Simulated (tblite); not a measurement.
Parent: `[CH2:1]=[CH:2][SiH2:3][C@H:4]([CH3:5])[Cl:6]` with C1–C2–Si3–C4 -133°, C2–Si3–C4–C5 58°, C4H9ClSi.

Computed geometry: GFN2-xTB, gas phase. One conformer each, not checked by frequencies here.

```
coordinate of the parent    value
                   C1=C2  1.324 Å
                  C2–Si3  1.880 Å
                  Si3–C4  1.921 Å
                   C4–C5  1.515 Å
                  C4–Cl6  1.799 Å
               C1–C2–Si3   125.0°
               C2–Si3–C4   107.3°
               Si3–C4–C5   114.5°
              Si3–C4–Cl6   106.6°
               C5–C4–Cl6   109.1°
```

How does the shared frame change in `[CH2:1]=[CH:2][SiH2:3][C@@:4]([CH3:5])([Cl:6])[CH2:7][O:8][CH3:9]` with C1–C2–Si3–C4 -128°, C2–Si3–C4–C5 172°, Si3–C4–C7–O8 40°, C4–C7–O8–C9 -168°, C6H13ClOSi? Atoms pair as C1 = C1, C2 = C2, Si3 = Si3, C4 = C4, C5 = C5, Cl6 = Cl6 (parent first).

```csv
parent,relative,value in the relative,change
C1=C2,C1=C2,1.323 Å,-0.001
C2–Si3,C2–Si3,1.880 Å,0.000
Si3–C4,Si3–C4,1.926 Å,+0.005
C4–C5,C4–C5,1.514 Å,-0.001
C4–Cl6,C4–Cl6,1.795 Å,-0.004
C1–C2–Si3,C1–C2–Si3,124.8°,-0.2
C2–Si3–C4,C2–Si3–C4,107.6°,+0.3
Si3–C4–C5,Si3–C4–C5,113.0°,-1.5
Si3–C4–Cl6,Si3–C4–Cl6,108.5°,+1.9
C5–C4–Cl6,C5–C4–Cl6,108.3°,-0.8
```

Of the parent's bonds, Si3–C4 and C4–Cl6 change most and about equally (-0.004 to +0.005 Å). Bonds of the relative outside the shared frame: C4–C7 1.518, C7–O8 1.410, O8–C9 1.403 Å. Point group C1 → C1.

How does the shared frame change in `[CH2:1]=[CH:2][SiH2:3][C@:4]([CH3:5])([Cl:6])[CH2:7][C:8]#[N:9]` with C1–C2–Si3–C4 101°, C2–Si3–C4–C5 -178°, Si3–C4–C7–C8 -63°, C6H10ClNSi? Atoms pair as C1 = C1, C2 = C2, Si3 = Si3, C4 = C4, C5 = C5, Cl6 = Cl6 (parent first).

```json
{"parent": "C1=C2", "relative": "C1=C2", "value in the relative": "1.325 Å", "change": "+0.001"}
{"parent": "C2–Si3", "relative": "C2–Si3", "value in the relative": "1.881 Å", "change": "+0.001"}
{"parent": "Si3–C4", "relative": "Si3–C4", "value in the relative": "1.932 Å", "change": "+0.011"}
{"parent": "C4–C5", "relative": "C4–C5", "value in the relative": "1.516 Å", "change": "+0.001"}
{"parent": "C4–Cl6", "relative": "C4–Cl6", "value in the relative": "1.813 Å", "change": "+0.014"}
{"parent": "C1–C2–Si3", "relative": "C1–C2–Si3", "value in the relative": "124.2°", "change": "-0.8"}
{"parent": "C2–Si3–C4", "relative": "C2–Si3–C4", "value in the relative": "106.8°", "change": "-0.5"}
{"parent": "Si3–C4–C5", "relative": "Si3–C4–C5", "value in the relative": "113.4°", "change": "-1.1"}
{"parent": "Si3–C4–Cl6", "relative": "Si3–C4–Cl6", "value in the relative": "105.2°", "change": "-1.4"}
{"parent": "C5–C4–Cl6", "relative": "C5–C4–Cl6", "value in the relative": "107.9°", "change": "-1.2"}
```

Of the parent's bonds, C4–Cl6 changes most (+0.014 Å). Bonds of the relative outside the shared frame: C4–C7 1.531, C7–C8 1.439, C8≡N9 1.143 Å. Point group C1 → C1.
